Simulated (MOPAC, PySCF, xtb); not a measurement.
Dimer: ethylamine (SMILES CCN) (first 10 atoms) with HF (SMILES F); geometry from B3LYP-D3(BJ)/def2-TZVP, rigid monomers moved along the line of their centres of mass till N3···H12 is 2.86 Å.
(charge 0, multiplicity 1):
```xyz
12

C      1.24880     0.49068     0.01617
C     -0.25806     0.31018    -0.05882
N     -0.69058    -0.77892     0.83866
H      1.56613     1.31843    -0.61916
H      1.55864     0.69695     1.04085
H      1.76830    -0.40864    -0.32500
H     -0.56766     0.12931    -1.09429
H     -0.75852     1.22005     0.27711
H     -1.69413    -0.91649     0.78882
H     -0.25400    -1.65553     0.57155
F     -0.01920    -0.05297     4.51322
H     -0.30413    -0.38199     3.64157
```

Interaction energies are E(AB) − E(A) − E(B) at the monomers' geometry in the complex; basis-set methods are counterpoise corrected. Rows marked so take none.

Rows in 3-21G, STO-3G carry no dispersion term and start afresh at each structure. The state that PM6 reach isn't checked.

Programs: MOPAC for PM6 (differences of heats of formation); PySCF for 3-21G rows, STO-3G rows; xtb for the GFN methods. Values without a source in brackets are computed.

Question: One of these levels gives -2.33 kcal/mol for the interaction energy. Which?
A) HF/STO-3G (no counterpoise)
B) GFN2-xTB
C) HF/3-21G (no counterpoise)
D) PM6

Answer: A, HF/STO-3G (no counterpoise). The others give -2.84 (PM6), -3.91 (GFN2-xTB), -6.51 (HF/3-21G (no counterpoise))
